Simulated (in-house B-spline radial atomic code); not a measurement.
Configurations of Rh3+, with energies counted from [Kr] 4d6. Computed with a B-spline radial code for spherical atoms: non-relativistic B97-1, spin-polarised, spherical fractional occupations, point nucleus. Shells without spins written out take the highest spin.

Caution: exact exchange at fractional occupations of open shells leaves self-interaction of up to several eV.

Occupations are held fixed; configurations that lie above the ionisation limit could autoionise.

```json
{"configuration": "[Kr] 4d(2 up, 4 down)", "E - E(ref) (eV)": "4.3939", "highest orbital": "4d up", "its <r> (bohr)": "1.375"}
{"configuration": "[Kr] 4d5 5f1", "E - E(ref) (eV)": "33.793", "highest orbital": "5f up", "its <r> (bohr)": "6.364"}
{"configuration": "[Kr] 4d(4 up, 1 down) 4f(1 up, 0 down)", "E - E(ref) (eV)": "35.425", "highest orbital": "4f up", "its <r> (bohr)": "3.651"}
{"configuration": "[Ar] 3d10 4s2 4p5 4d6 5f1", "E - E(ref) (eV)": "82.536", "highest orbital": "5f up", "its <r> (bohr)": "6.276"}
{"configuration": "[Ar] 3d9 4s2 4p6 4d7", "E - E(ref) (eV)": "319.55", "highest orbital": "4d down", "its <r> (bohr)": "1.326"}
{"configuration": "[Ar] 3d9 4s2 4p6 4d6 5s1", "E - E(ref) (eV)": "331.24", "highest orbital": "5s up", "its <r> (bohr)": "2.401"}
```

Problem. Order these further configurations by energy, lowest first.
A. [Ar] 3d(4 up, 5 down) 4s2 4p6 4d(1 up, 5 down) 5p(0 up, 1 down)
B. [Kr] 4d5 5p1
C. [Ar] 3d9 4s2 4p6 4d6 5d1
D. [Ar] 3d10 4s2 4p(2 up, 3 down) 4d(2 up, 5 down)
E. [Kr] 4d(4 up, 1 down) 5s(1 up, 0 down)

Solution. E (14.955 eV), B (16.065 eV), D (47.401 eV), A (338.76 eV), C (348.31 eV).

Problem. How far above the reference does [Ar] 3d10 4s2 4p5 4d6 5p1 lie?

Solution. 64.741 eV; its least bound orbital is 5p up with <r> = 2.773 bohr.

Problem. How far above the reference does [Kr] 4d5 5d1 lie?

Solution. 25.517 eV; its least bound orbital is 5d up with <r> = 3.795 bohr.
